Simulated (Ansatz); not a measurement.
**A ladder of methods for InHF (SMILES [F][InH])**

InHF: 3 atoms, total charge 0, spin state doublet. SMILES: `[F][InH]`. Geometry: relaxed at PBE0-D4/def2-TZVP.

```xyz
3

F     1.0884    0.9895    0.6943
In   -0.5225    0.3551   -0.2448
H    -0.5769   -1.4094   -0.4628
```

Each level gives the energy change with the F1–In2 bond stretched from 1.970 to 4.924 Å (eV). The values are calculated.

```csv
level,kind,program,value (eV),less FCI/STO-3G
UHF/STO-3G,Hartree–Fock,Ansatz,1.97,-0.59
UBHLYP/STO-3G,global hybrid,Ansatz,3.29,+0.73
UB2PLYP/STO-3G,double hybrid,Ansatz,3.40,+0.84
RPA@PBE/STO-3G,RPA,Ansatz,1.94,-0.62
UMP2/STO-3G,perturbation theory,Ansatz,2.47,-0.09
UBCCD(T)/STO-3G,coupled cluster or CI,Ansatz,2.52,-0.04
FCI/STO-3G,exact in the basis,Ansatz,2.56,0.00
```

FCI/STO-3G is exact within its basis and frozen core, so for wave-function methods in that basis the difference is their error; functionals converge differently with the basis, so for them it is only a difference. All-electron rows without a relativistic Hamiltonian named are non-relativistic. The first shape isn't each level's own minimum. The values span 1.94 to 3.40 eV. All rows use very small basis sets, so none should be taken for the real molecule's value. In the correlated wave-function rows the outer d shell of In is correlated, in sets not made for it.
